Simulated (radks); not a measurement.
Excited configurations of neutral mercury: one electron is placed in a higher orbital outside [Xe] 4f14 5d10 6s1. The ground configuration is [Hg]. All-electron calculation, non-relativistic Kohn-Sham, LDA (Slater exchange, Perdew-Wang correlation), spin-polarised, spherical densities, point nucleus; open shells are filled with parallel spins first (spin-orbit coupling, left out, can overturn this in heavy ions); relativity is left out, which matters for an element this heavy. Program: a radial shooting solver on a logarithmic mesh with Libxc functionals. Excitation = E - E(ground); binding = E(ion) - E, where the ion is the core of charge +1; n* = 1/sqrt(2 binding) in atomic units, and the quantum defect is n - n*.

5f: excitation (eV) 7.890; binding (eV) 0.939; n* 3.807; quantum defect 1.193; eigenvalue (eV) -0.464; <r> (bohr) 16.94
6p: excitation (eV) 3.717; binding (eV) 5.112; n* 1.631; quantum defect 4.369; eigenvalue (eV) -2.596; <r> (bohr) 4.080
6d: excitation (eV) 7.088; binding (eV) 1.741; n* 2.796; quantum defect 3.204; eigenvalue (eV) -0.782; <r> (bohr) 9.190
6f: excitation (eV) 8.185; binding (eV) 0.644; n* 4.598; quantum defect 1.402; eigenvalue (eV) -0.382; <r> (bohr) 28.94
7s: excitation (eV) 6.168; binding (eV) 2.661; n* 2.261; quantum defect 4.739; eigenvalue (eV) -1.612; <r> (bohr) 8.233
7p: excitation (eV) 6.910; binding (eV) 1.919; n* 2.662; quantum defect 4.338; eigenvalue (eV) -1.127; <r> (bohr) 10.58
7d: excitation (eV) 7.762; binding (eV) 1.067; n* 3.571; quantum defect 3.429; eigenvalue (eV) -0.611; <r> (bohr) 18.03
7f: excitation (eV) 8.365; binding (eV) 0.464; n* 5.415; quantum defect 1.585; eigenvalue (eV) -0.296; <r> (bohr) 43.54

The Delta-SCF ionisation energy is 8.829 eV (NIST Atomic Spectra Database: 10.438 eV, measured). Self-interaction in the functional shifts the binding energies and quantum defects, so they are the method's values and not measured ones. Relativity is left out here, which matters for elements this heavy.
